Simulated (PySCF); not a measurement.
Match the calculated data to a structure.

All candidates are C6H10O2S.

- 13C NMR: chemical shifts (computed TMS as zero) by class: 55.9 (2 C), 25.8 (4 C) ppm [GIAO PBE0/pcSseg-1]
- NMR, other nuclei: isotropic shieldings of nuclei other than C and H, by class: 160 (2 O), 165 (1 S) ppm [GIAO PBE0/pcSseg-1]
- Rotational structure: rotational constants A, B, C: 2.166, 1.723, 1.422 GHz [GFN2-xTB]
- Dipole: 5.15 D [PBE0/pcSseg-1]
- 1H NMR: chemical shifts (computed TMS as zero) by class: 2.47 (2 H), 2.39 (4 H), 1.56 (4 H) ppm [GIAO PBE0/pcSseg-1]

Gas-phase values; electronic properties from PySCF, density fitting. Levels stand in brackets. Geometry: GFN2-xTB; no solvent, vibrations or thermal averaging. NMR values are class means; diastereotopic atoms form classes of their own.

**Question.** Which candidate is it?
A. `O=C[C@H]1CC[S@@](=O)CC1`
B. `O=S1(=O)[C@H]2CC[C@@H]1CC2`
C. `CC[C@H]1C=CCS1(=O)=O`

**Answer.** B. It is `O=S1(=O)[C@H]2CC[C@@H]1CC2`. Numbering: `[O:1]=[S:2]1(=[O:3])[C@H:4]2[CH2:5][CH2:6][C@@H:7]1[CH2:8][CH2:9]2`. 6 carbons fall into 2 classes; from least to most shielded: ring sp3 carbon bound to sulfur [C4/C7] (55.9 ppm, 2 C), ring CH2 carbon [C5/C6/C8/C9] (25.8 ppm, 4 C). Hydrogen classes from least to most shielded: 2 H on 2 like atoms (sp3 carbon bound to sulfur), C4/C7 (2.47 ppm), 4 H on 4 ring CH2 carbons, C5/C6/C8/C9 (2.39 ppm), 4 H on 4 ring CH2 carbons, C5/C6/C8/C9 (1.56 ppm). The other shieldings belong to: 160 ppm, sulfonyl oxygen [O1/O3]; 165 ppm, sulfonyl sulfur [S2]. The optimised geometry has point group C2v and is an asymmetric top.

The others, at the same levels:
- `CC[C@H]1C=CCS1(=O)=O` fails: it has 6 carbon classes against 2; its computed 13C shifts are 139.9 (1 C), 132.1 (1 C), 71.2 (1 C), 63.1 (1 C), 24.4 (1 C), 15.3 (1 C) ppm, 1H shifts are 6.21 (1 H), 6.01 (1 H), 3.63 (1 H), 3.58 (1 H), 3.29 (1 H), 2.00 (1 H), 1.83 (1 H), 1.33 (3 H) ppm and rotational constant A is 2.067 GHz (against 2.166 GHz).
- `O=C[C@H]1CC[S@@](=O)CC1` fails: it has 4 carbon classes against 2; its computed 13C shifts are 207.6 (1 C), 54.3 (2 C), 53.8 (1 C), 17.7 (2 C) ppm, 1H shifts are 9.94 (1 H), 2.84 (2 H), 2.51 (2 H), 2.12 (2 H), 1.91 (2 H), 1.64 (1 H) ppm and rotational constant A is 2.824 GHz (against 2.166 GHz).
